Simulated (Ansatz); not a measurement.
Steps of a relaxation of Ga2H6O2, SMILES `[OH+]1[GaH2-][OH+][GaH2-]1` with RKS PBE0-D4/def2-TZVP.

```sh
$ ansatz run in.yaml --threads 4 --pin off --events-out ev --progress --plain --max-ram 10444MiB
```

```yaml
crystal:
  periodic: [false, false, false]
  atoms:
    - {symbol: O, position_ang: [-0.113430, 1.031620, -0.741440]}
    - {symbol: Ga, position_ang: [-1.156850, 0.453820, 0.808350]}
    - {symbol: O, position_ang: [0.104590, -1.037850, 0.732730]}
    - {symbol: Ga, position_ang: [1.160180, -0.451030, -0.804370]}
    - {symbol: H, position_ang: [-0.198020, 1.808390, -1.298670]}
    - {symbol: H, position_ang: [-2.551720, -0.013300, 0.362150]}
    - {symbol: H, position_ang: [-0.838950, 1.350000, 2.016690]}
    - {symbol: H, position_ang: [0.182050, -1.821650, 1.281250]}
    - {symbol: H, position_ang: [2.544850, 0.028270, -0.338670]}
    - {symbol: H, position_ang: [0.867310, -1.348270, -2.018010]}
basis:
  gaussian: {orbitals: def2-TZVP}
hamiltonian: {xc: pbe0, dispersion: d4}
relax: {f_tol: 0.005, max_steps: 150}
```

Positions (Å) and forces (eV/Å) along the path, 10 of 10 steps:

```xyz
10
step=1 energy=-108933.9327 eV
O    -0.113    1.032   -0.741    0.031   -0.320    0.225
Ga   -1.157    0.454    0.808    0.051   -0.017   -0.038
O     0.105   -1.038    0.733   -0.027    0.308   -0.216
Ga    1.160   -0.451   -0.804   -0.054    0.022    0.028
H    -0.198    1.808   -1.299    0.031   -0.270    0.195
H    -2.552   -0.013    0.362   -0.388   -0.157   -0.164
H    -0.839    1.350    2.017    0.132    0.254    0.337
H     0.182   -1.822    1.281   -0.030    0.277   -0.194
H     2.545    0.028   -0.339    0.381    0.158    0.166
H     0.867   -1.348   -2.018   -0.127   -0.256   -0.342
10
step=2 energy=-108934.0092 eV
O    -0.107    0.974   -0.701   -0.008    0.068   -0.049
Ga   -1.199    0.470    0.838    0.231   -0.090   -0.164
O     0.099   -0.980    0.693    0.012   -0.073    0.054
Ga    1.202   -0.467   -0.834   -0.234    0.092    0.157
H    -0.191    1.747   -1.255    0.002   -0.001    0.004
H    -2.603   -0.017    0.364   -0.078   -0.009   -0.001
H    -0.852    1.378    2.058   -0.015    0.044    0.064
H     0.176   -1.760    1.238   -0.002    0.004   -0.001
H     2.597    0.031   -0.342    0.079    0.008   -0.001
H     0.879   -1.376   -2.060    0.013   -0.044   -0.063
10
step=3 energy=-108934.0143 eV
O    -0.108    0.984   -0.707    0.002   -0.035    0.023
Ga   -1.190    0.466    0.831    0.079   -0.030   -0.056
O     0.101   -0.989    0.700    0.001    0.032   -0.020
Ga    1.193   -0.464   -0.828   -0.080    0.032    0.053
H    -0.191    1.758   -1.260    0.003   -0.009    0.010
H    -2.603   -0.016    0.365   -0.017   -0.002    0.000
H    -0.855    1.378    2.058   -0.006    0.010    0.014
H     0.177   -1.769    1.246   -0.003    0.011   -0.008
H     2.597    0.030   -0.345    0.018    0.001   -0.002
H     0.880   -1.376   -2.059    0.003   -0.010   -0.014
10
step=4 energy=-108934.0162 eV
O    -0.114    0.977   -0.712   -0.019   -0.032   -0.010
Ga   -1.190    0.464    0.828    0.019   -0.013   -0.018
O     0.114   -0.977    0.711    0.018    0.035    0.014
Ga    1.189   -0.464   -0.829   -0.027    0.002    0.015
H    -0.163    1.776   -1.230    0.014    0.046   -0.005
H    -2.597   -0.038    0.361   -0.007    0.000    0.010
H    -0.871    1.389    2.050   -0.005    0.006    0.001
H     0.168   -1.771    1.237   -0.010   -0.041    0.002
H     2.599    0.035   -0.367    0.006    0.002   -0.006
H     0.864   -1.389   -2.049    0.010   -0.006   -0.003
10
step=5 energy=-108934.0255 eV
O    -0.133    0.971   -0.735   -0.082   -0.349    0.080
Ga   -1.182    0.459    0.820   -0.089    0.059    0.081
O     0.135   -0.970    0.738    0.066    0.423   -0.150
Ga    1.178   -0.463   -0.822    0.117   -0.020   -0.066
H    -0.119    1.808   -1.185    0.052    0.266   -0.075
H    -2.595   -0.066    0.394    0.017   -0.023   -0.018
H    -0.876    1.419    2.019    0.015    0.005   -0.008
H     0.124   -1.804    1.188   -0.057   -0.368    0.130
H     2.589    0.066   -0.392   -0.010    0.014    0.009
H     0.879   -1.421   -2.024   -0.029   -0.006    0.016
10
step=6 energy=-108934.0943 eV
O    -0.187    0.934   -0.793   -0.086    0.139   -0.203
Ga   -1.175    0.458    0.815   -0.052    0.008    0.031
O     0.184   -0.934    0.788    0.093   -0.130    0.213
Ga    1.172   -0.458   -0.820    0.042   -0.030   -0.032
H    -0.012    1.839   -1.049    0.058   -0.014    0.092
H    -2.561   -0.152    0.417   -0.003   -0.008    0.038
H    -0.858    1.483    1.955   -0.024    0.023   -0.019
H     0.026   -1.835    1.068   -0.058    0.020   -0.099
H     2.560    0.148   -0.425    0.001    0.013   -0.037
H     0.850   -1.484   -1.958    0.029   -0.020    0.014
10
step=7 energy=-108934.1423 eV
O    -0.207    0.944   -0.827   -0.089   -0.081   -0.083
Ga   -1.164    0.454    0.809    0.001    0.002    0.000
O     0.209   -0.941    0.828    0.090    0.083    0.083
Ga    1.163   -0.455   -0.811    0.001    0.002    0.000
H     0.071    1.853   -0.937    0.055    0.054    0.048
H    -2.534   -0.222    0.472    0.000   -0.001   -0.003
H    -0.865    1.546    1.888    0.004   -0.002    0.000
H    -0.065   -1.851    0.944   -0.056   -0.057   -0.049
H     2.535    0.219   -0.479   -0.001    0.000    0.004
H     0.858   -1.546   -1.889   -0.004    0.001   -0.001
10
step=8 energy=-108934.1353 eV rejected
O    -0.231    0.942   -0.860    0.278    0.711    0.000
Ga   -1.151    0.450    0.802   -0.032    0.011    0.028
O     0.235   -0.939    0.864   -0.344   -0.852   -0.018
Ga    1.152   -0.449   -0.801    0.036   -0.015   -0.020
H     0.122    1.851   -0.863   -0.285   -0.719   -0.007
H    -2.505   -0.271    0.492    0.006    0.019    0.000
H    -0.851    1.578    1.844   -0.008   -0.015   -0.001
H    -0.125   -1.849    0.857    0.348    0.857    0.022
H     2.509    0.265   -0.495   -0.007   -0.016   -0.002
H     0.844   -1.578   -1.839    0.008    0.018   -0.001
10
step=9 energy=-108934.1507 eV
O    -0.223    0.941   -0.848   -0.047   -0.104   -0.008
Ga   -1.158    0.451    0.805   -0.001    0.003    0.002
O     0.225   -0.939    0.850    0.056    0.137    0.003
Ga    1.156   -0.452   -0.806    0.003    0.002   -0.002
H     0.096    1.843   -0.896    0.043    0.089    0.011
H    -2.521   -0.241    0.480    0.000   -0.008   -0.003
H    -0.859    1.558    1.868    0.006    0.005    0.000
H    -0.091   -1.840    0.901   -0.055   -0.126   -0.008
H     2.522    0.238   -0.486    0.001    0.007    0.004
H     0.852   -1.558   -1.868   -0.007   -0.006    0.002
10
step=10 energy=-108934.1516 eV
O    -0.227    0.940   -0.853   -0.002    0.002   -0.005
Ga   -1.156    0.451    0.804   -0.001   -0.001    0.001
O     0.228   -0.938    0.854    0.001   -0.004    0.004
Ga    1.155   -0.451   -0.805    0.000   -0.002    0.000
H     0.105    1.840   -0.881    0.002    0.004    0.000
H    -2.516   -0.251    0.483    0.000    0.001    0.001
H    -0.855    1.565    1.860   -0.001    0.001    0.000
H    -0.102   -1.839    0.885    0.000    0.000   -0.001
H     2.517    0.248   -0.488    0.000    0.000   -0.001
H     0.849   -1.565   -1.859    0.001    0.000    0.000
```

Hardware: 4 threads of an Arm Neoverse V2 on a shared host. Wall time 36 s, peak host memory 0.63 GiB.
